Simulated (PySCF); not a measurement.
# [RuO2]-, doublet: data card

Method: PySCF, UPBE0, basis Ru def2-SVPD with ECP28, O def2-SVPD (scalar-relativistic core potentials, no spin–orbit coupling, density fitting).

The structure is a minimum.

```xyz
3
charge -1 multiplicity 2, angstrom
Ru    0.0000    0.0880    0.0000
O     0.0000   -0.2806    1.6570
O     0.0000   -0.2806   -1.6570
```

| Property | Result |
| --- | --- |
| Point group | C2v |
| Bond lengths | Ru–O 1.698 Å (×2) |
| Bond angles | O–Ru–O 154.9° |
| Entropy at 298.15 K and 1 bar (electronic part: spin only) | 272.6 J/(mol K) |
| Rotational constants | 5.094, 0.1919, 0.185 cm⁻¹ |
| Rotational symmetry number | 2 |
| Spin squared ⟨S²⟩ | 0.755 |
| Principal quadrupole moments (Buckingham, traceless) about the centre of mass | -13.70, 6.81, 6.89 D Å |
| Principal polarisabilities | 58.8, 60.1, 73.9 bohr³ |
| Heat capacity Cp at 298.15 K | 45.1 J/(mol K) |
| Lowest empty level (β) | 2.30 eV |
| Highest occupied level (α) | -0.39 eV |
| Enthalpy at 298.15 K above 0 K | 11.82 kJ/mol |
| Dipole moment about the centre of mass | 0.65 D |
| Zero-point energy | 12.0 kJ/mol |

Harmonic modes (masses in u: Ru 101.904, O 15.995):
```csv
symmetry,ω (cm⁻¹),IR (km/mol)
a1,158,7.6
b2,906,594
a1,949,33.4
```

In C2v the vibrations span 2a1 + b2. Here b1 is antisymmetric to the molecular plane and b2 lies in it.

Charges (e); Mulliken and Löwdin values are unreliable with diffuse functions:
```
atom  Mulliken  Löwdin  polar tensor  spin (Mulliken)  Mayer order to Ru1
 Ru1      0.89    0.41          0.85             1.13                   –
O2,3     -0.94   -0.71         -0.93            -0.06                1.17
```

Mulliken populations on Ru1 (electrons outside its core potential): s 2.74, p 5.97, d 6.37, f 0.03.

Formally Ru is in oxidation state +3, d5, with 1 unpaired electron (the high-spin count would be 5). The Mulliken spin on Ru is 1.13. The polar-tensor charge on Ru, 0.85, is far below the formal one.

Other isomers or separated fragments may lie lower. Other spin states or occupations of the open shell can lie lower. The lowest empty level of this anion is unbound, so it and the gap depend on the basis.

The final relaxation and frequency run took roughly 50 core-seconds on a shared host.
